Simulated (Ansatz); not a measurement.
`[F][GeH2][SiH2]Cl` + CH₄ → `[CH3][GeH2][SiH2]Cl` + H–F  (formal exchange of groups at a Ge–F bond)

Program: Ansatz. Geometries: PBE0-D4/def2-TZVP. ΔE: electronic, gas phase. CBS: MP2 limit from def2 TZ/QZ plus the TZ coupled-cluster correction, frozen cores. This one scheme is used for every species. DFT in def2-TZVPP. B3LYP here is the variant with VWN-RPA as its local correlation; programs differ in this. For Ge outer-core shells are correlated without core-valence functions, which leaves a few kJ/mol of doubt a bond. Scalar relativity is left out up to krypton. Each species was taken in one conformer, which may not be the lowest.

`[F][GeH2][SiH2]Cl`:

Cartesian coordinates in Å:
```
F -1.053 -0.892 1.870
Ge -0.932 0.361 0.657
Si 0.988 -0.163 -0.663
Cl 0.595 -1.832 -1.797
H -2.253 0.318 -0.127
H -0.795 1.682 1.437
H 1.293 0.965 -1.579
H 2.159 -0.439 0.202
```

CH₄:

Z-matrix (Å, degrees):
```
C
H 1 1.090
H 1 1.090 2 109.5
H 1 1.090 2 109.5 3 -120.0
H 1 1.090 2 109.5 3 120.0
```

`[CH3][GeH2][SiH2]Cl`:

Cartesian coordinates in Å:
```
C -1.528 0.461 0.770
Ge -0.375 0.307 -0.802
Si 1.760 -0.534 -0.169
Cl 1.474 -2.274 0.914
H -2.522 0.800 0.475
H -1.109 1.176 1.479
H -1.616 -0.508 1.261
H -0.196 1.681 -1.479
H -1.001 -0.654 -1.830
H 2.621 -0.868 -1.331
H 2.492 0.413 0.711
```

H–F:

```xyz
2

F    -0.159   -0.143    0.407
H     0.159    0.143   -0.407
```

Task: Is it downhill or uphill in electronic energy at CCSD(T)/CBS, and by how much? (Estimate.)

Result: The calculation gave: Uphill: ΔE = +56.5 kJ/mol.

Task: What do these levels give: PBE-D4, PBE0-D4, B2PLYP, PBE, B3LYP, HF/def2-TZVPP, CCSD/def2-TZVPP, HF/def2-QZVPP, MP2/def2-QZVPP, SCS-MP2/def2-QZVPP, HF/CBS(def2), CCSD/CBS(def2)? (Best estimate.)

Result: Ansatz gave: PBE-D4 63.4, PBE0-D4 59.9, B2PLYP 73.7, PBE 68.1, B3LYP 80.6, HF/def2-TZVPP 89.2, CCSD/def2-TZVPP 61.5, HF/def2-QZVPP 91.8, MP2/def2-QZVPP 54.7, SCS-MP2/def2-QZVPP 64.9, HF/CBS(def2) 92.2, CCSD/CBS(def2) 59.0 kJ/mol.

Largest T1 diagnostic among the species: 0.011.

From PBE to PBE0 (25 % exact exchange), in def2-TZVPP and without D4, ΔE moves by −4.0 kJ/mol. In def2-TZVPP, CCSD(T) changes the Hartree–Fock value by −30.2 kJ/mol (the triples alone add −2.5 kJ/mol) and MP2 by −34.0 kJ/mol. The D4 term adds −7.5 kJ/mol with B3LYP and −4.3 kJ/mol with PBE0; it sums over pairs of atoms, weighted by their polarisabilities, and B3LYP, whose exchange is more repulsive, gets the larger term.
